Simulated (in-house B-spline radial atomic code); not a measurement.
Inner levels of palladium as electrons are removed. A shift is the extra binding of the orbital against the neutral atom ([Kr] 4d10). Computed with a radial B-spline atomic code at the basis-set limit: non-relativistic Hartree-Fock, average of the configuration, point nuclei.

This level leaves out relativity, spin-orbit splitting included, which matters for heavy ions.

```json
{"ion": "Pd", "configuration": "[Kr] 4d10", "shift of 3p (eV)": "0", "shift of 2s (eV)": "0", "shift of 3d (eV)": "0", "radius of 3p (bohr)": "0.38231", "radius of 2s (bohr)": "0.14355", "radius of 3d (bohr)": "0.35614", "Σ<r²> (bohr²)": "42.62", "change of density at nucleus (bohr⁻³)": "-"}
{"ion": "Pd+", "configuration": "[Kr] 4d9", "shift of 3p (eV)": "12.239", "shift of 2s (eV)": "12.199", "shift of 3d (eV)": "12.214", "radius of 3p (bohr)": "0.38231", "radius of 2s (bohr)": "0.14355", "radius of 3d (bohr)": "0.35638", "Σ<r²> (bohr²)": "35.142", "change of density at nucleus (bohr⁻³)": "1.0513"}
{"ion": "Pd2+", "configuration": "[Kr] 4d8", "shift of 3p (eV)": "?", "shift of 2s (eV)": "?", "shift of 3d (eV)": "?", "radius of 3p (bohr)": "?", "radius of 2s (bohr)": "?", "radius of 3d (bohr)": "?", "Σ<r²> (bohr²)": "?", "change of density at nucleus (bohr⁻³)": "?"}
{"ion": "Pd3+", "configuration": "[Kr] 4d7", "shift of 3p (eV)": "43.592", "shift of 2s (eV)": "43.733", "shift of 3d (eV)": "43.497", "radius of 3p (bohr)": "0.38222", "radius of 2s (bohr)": "0.14355", "radius of 3d (bohr)": "0.35635", "Σ<r²> (bohr²)": "26.226", "change of density at nucleus (bohr⁻³)": "6.2675"}
{"ion": "Pd4+", "configuration": "[Kr] 4d6", "shift of 3p (eV)": "?", "shift of 2s (eV)": "?", "shift of 3d (eV)": "?", "radius of 3p (bohr)": "?", "radius of 2s (bohr)": "?", "radius of 3d (bohr)": "?", "Σ<r²> (bohr²)": "?", "change of density at nucleus (bohr⁻³)": "?"}
{"ion": "Pd5+", "configuration": "[Kr] 4d5", "shift of 3p (eV)": "81.792", "shift of 2s (eV)": "82.592", "shift of 3d (eV)": "81.624", "radius of 3p (bohr)": "0.38196", "radius of 2s (bohr)": "0.14355", "radius of 3d (bohr)": "0.35612", "Σ<r²> (bohr²)": "20.375", "change of density at nucleus (bohr⁻³)": "15.267"}
```

(1) Fill in the row of Pd2+.

(2) Fill in the row of Pd4+.

## Answers

(1) shift of 3p (eV): 26.936; shift of 2s (eV): 26.935; shift of 3d (eV): 26.877; radius of 3p (bohr): 0.38228; radius of 2s (bohr): 0.14355; radius of 3d (bohr): 0.35639; Σ<r²> (bohr²): 30.097; change of density at nucleus (bohr⁻³): 3.1599.

(2) shift of 3p (eV): 61.935; shift of 2s (eV): 62.338; shift of 3d (eV): 61.803; radius of 3p (bohr): 0.38211; radius of 2s (bohr): 0.14355; radius of 3d (bohr): 0.35626; Σ<r²> (bohr²): 23.061; change of density at nucleus (bohr⁻³): 10.322.
